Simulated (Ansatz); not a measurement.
Geometry optimisation, Ansatz 0.2.0, RKS BLYP/def2-SVP.

The input (input.yaml):

```yaml
crystal:
  periodic: [false, false, false]
  atoms:
    - { symbol: "N", position_ang: [1.1136, -1.3001, 0.0712] }
    - { symbol: C, position_ang: [0.3309, -0.078, 0.5393] }
    - { symbol: O, position_ang: [-1.083, -0.1316, 0.2722] }
    - { symbol: Si, position_ang: [-0.3981, 1.1835, -0.566] }
    - { symbol: F, position_ang: [-0.703, 0.8219, -2.116] }
    - { symbol: Cl, position_ang: [-1.5209, 2.745, 0.1936] }
    - { symbol: H, position_ang: [1.85513, -1.44602, 0.70101] }
    - { symbol: H, position_ang: [1.51271, -1.0335, -0.82769] }
    - { symbol: H, position_ang: [0.6759, 0.3496, 1.5279] }
basis:
  gaussian: { orbitals: def2-SVP }
hamiltonian:
  xc: blyp
relax:
  f_tol: 0.015
  max_steps: 40
```

Run as:

```bash
$ ansatz run input.yaml --threads 2 --pin off --max-ram 3072MiB --backend cpu --events-out ev --progress --plain --runs-dir out
```

Task: Where does it end, and by what steps?

Result: The forces met the threshold. After 22 steps the energy has fallen by 1.338 eV; O3 moved furthest, 0.88 Å. Parted: C2–O3.

```
step  energy less start (eV)  largest force component (eV/Å)  accepted
   0                  0.0000                           2.688       yes
   1                 -0.5495                           1.751       yes
   2                 -0.7178                           1.034       yes
   3                 -0.7430                           0.675       yes
   4                 -0.6679                           2.168        no
   5                 -0.8157                           0.243       yes
   6                 -0.8220                           0.112       yes
   7                 -0.8316                           0.185       yes
   8                 -0.8402                           1.019       yes
   9                 -0.9557                           0.805       yes
  10                 -1.0814                           0.997       yes
  11                 -1.0030                           3.587        no
  12                 -1.1784                           0.517       yes
  13                 -1.2289                           0.576       yes
  14                 -1.2785                           0.851       yes
  15                 -1.3029                           0.444       yes
  16                 -1.3197                           0.199       yes
  17                 -1.3306                           0.185       yes
  18                 -1.3353                           0.167       yes
  19                 -1.3373                           0.068       yes
  20                 -1.3377                           0.046       yes
  21                 -1.3379                           0.020       yes
  22                 -1.3379                           0.010       yes
```

```xyz
9
Properties=species:S:1:pos:R:3
N 1.411 -0.772 0.016
C 0.573 0.059 0.605
O -1.964 -0.200 0.283
Si -0.904 0.785 -0.338
F -0.381 0.572 -1.896
Cl -0.997 2.858 -0.090
H 2.019 -1.429 0.520
H 1.400 -0.837 -1.012
H 0.626 0.074 1.708
```

Time of the run: 110 s on 2 threads of Arm Neoverse N1 (shared host), peak memory 0.21 GiB.
